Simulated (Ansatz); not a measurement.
Reaction (redistribution): `[CH3][AlH][B](F)[GeH3]` + `CN([SiH3])[SiH3]` → `[CH3][AlH][N]([SiH3])[SiH3]` + `C[B](F)[GeH3]`

Calculated with Ansatz (gas phase, PBE0-D4/def2-TZVP geometries, no zero-point term in ΔE). CCSD(T)/CBS adds triple-zeta CCSD(T) − MP2 to the extrapolated MP2 energy (def2 sets, frozen cores). Functionals use def2-TZVPP. B3LYP here is the variant with VWN-RPA as its local correlation; programs differ in this. For Ge outer-core shells are correlated without core-valence functions, which leaves a few kJ/mol of doubt a bond. Scalar relativity is left out up to krypton. One conformer a species, not always the lowest.

```
             level  ΔE (kcal/mol)
         r2SCAN-D4          -61.8
          B3LYP-D4          -59.2
            r2SCAN          -61.7
     HF/def2-TZVPP          -59.7
    MP2/def2-TZVPP          -63.0
SCS-MP2/def2-TZVPP          -61.1
CCSD(T)/def2-TZVPP          -60.0
SCS-MP2/def2-QZVPP          -61.4
```

(1) What does CCSD(T)/CBS give? (Estimate.)

Largest T1 diagnostic among the species: 0.013.

Results:

(1) Computed: -60.2 kcal/mol. The listed levels differ from it by -1.6, 1.0, -1.5, 0.5, -2.8, -0.9, 0.2, -1.2 kcal/mol.

The D4 term adds −0.9 kcal/mol with B3LYP and −0.5 kcal/mol with PBE0; it sums over pairs of atoms, weighted by their polarisabilities, and B3LYP, whose exchange is more repulsive, gets the larger term. From PBE to PBE0 (25 % exact exchange), in def2-TZVPP and without D4, ΔE moves by −1.7 kcal/mol.
